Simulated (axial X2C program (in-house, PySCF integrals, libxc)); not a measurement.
Spin–orbit effects down a group: molecules with Cr (ions), PBE0

All values come from calculations with an in-house relativistic program for diatomic molecules, spin-free (one-electron X2C) or two-component (2c: spin–orbit coupling with atomic mean-field Coulomb and Gaunt terms, which also bring small scalar terms), in Dyall basis sets with cores contracted in-house; open shells are unrestricted.

Basis sets: Cr dyall-cv3z, H dyall-v3z, Li dyall-cv3z, Na dyall-cv3z.

```json
{"molecule": "CrH⁺", "spin-free state": "M_S = 2, Λ = 0", "Re (Å)": "1.597", "ωe (cm⁻¹)": "1819.0", "De (eV)": "1.49", "2c state": "Ω = 2", "Re 2c (Å)": "1.597", "ωe 2c (cm⁻¹)": "1817.9", "De 2c (eV)": "1.48"}
{"molecule": "LiCr⁺", "spin-free state": "M_S = 3, Λ = 0", "Re (Å)": "2.906", "ωe (cm⁻¹)": "216.4", "De (eV)": "0.85", "2c state": "Ω = 3", "Re 2c (Å)": "2.907", "ωe 2c (cm⁻¹)": "216.3", "De 2c (eV)": "0.85"}
{"molecule": "NaCr⁺", "spin-free state": "M_S = 3, Λ = 0", "Re (Å)": "3.226", "ωe (cm⁻¹)": "116.2", "De (eV)": "0.61", "2c state": "Ω = 3", "Re 2c (Å)": "3.227", "ωe 2c (cm⁻¹)": "116.1", "De 2c (eV)": "0.61"}
```

Question: Work out the shifts from the spin-free to the two-component result.

Answer: 

```
molecule  2c state  ΔRe (Å)  Δωe (cm⁻¹)  ΔDe (eV)
    CrH⁺     Ω = 2    0.000        -1.1     -0.01
   LiCr⁺     Ω = 3    0.001        -0.1      0.00
   NaCr⁺     Ω = 3    0.001        -0.1      0.00
```

Shifts of one unit in the last digit are rounding.

Fragments in 2c: Cr+ + H, Cr + Li+, Cr + Na+. Each entry is the lowest single determinant of a limited PBE0 search at one distance. De goes to single-determinant-based atoms at the same level (for ions the charge split of lowest energy) and is withheld (n/a) where an atom does not fit its ground term or J level. Main or longest-lived isotopes. One determinant is a doubtful description, or other states lie close, for CrH⁺, LiCr⁺, NaCr⁺; these need not be ground states, and all values refer to the states named. Some open-shell Ω = 0 determinants are out of reach, so the Ω given for CrH⁺, LiCr⁺, NaCr⁺ need not be the lowest component. With several unpaired electrons the Ω given is that of one determinant, not necessarily of the lowest component.
